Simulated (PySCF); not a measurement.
**[TcF3]+: breathing scan**

Method: UPBE0/[Tc def2-SVP with ECP28, F def2-SVP], scalar-relativistic core potentials, density fitting, no spin–orbit coupling, PySCF.

Rigid scan from the quartet minimum (Tc–F 1.765 Å (×3); F–Tc–F 120.0° (×3)). Coordinate: all bonds to the central atom scaled together. Energies in kJ/mol from the minimum.

Problem. Predict the curve at 0.88, 0.92, 0.96, 1.00, 1.04, 1.08, 1.14, 1.22, 1.35.

Solution. 
```csv
scale of all bonds to the centre,E (kJ/mol),⟨S²⟩
0.88,414.7,3.75
0.92,159.6,3.76
0.96,34.6,3.76
1.00,0.0,3.76
1.04,26.5,3.77
1.08,92.9,3.78
1.14,235.1,3.82
1.22,452.1,4.05
1.35,719.7,5.18
```

Spin contamination is strong at 1.22, 1.35, so these points are less reliable.

Open d and f shells are described by one determinant, and the ground state may have another occupation or spin.

Other isomers or separated fragments may lie lower.

The scan took 12 s on 2 threads of a shared Arm Neoverse V2 host; the process peaked at 0.86 GiB. Launch command: `OMP_NUM_THREADS=2 python axn.py task.json out`.
